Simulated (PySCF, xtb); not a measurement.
diarsenic anion (As2), SMILES [As]#[As] (connectivity only; charge and spin as stated), charge -1, multiplicity 2.

Harmonic wavenumbers (cm⁻¹) from GFN2-xTB (xtb) at its own minimum, in rising order: 424.

What does PySCF with r2SCAN-D4/def2-TZVPD give at its own minimum? (An estimate is asked for; the answer gives what the named calculation found.)

390. Paired by order, the mean absolute difference is 34 cm⁻¹ and the zero-point energies are 0.6 and 0.6 kcal/mol.
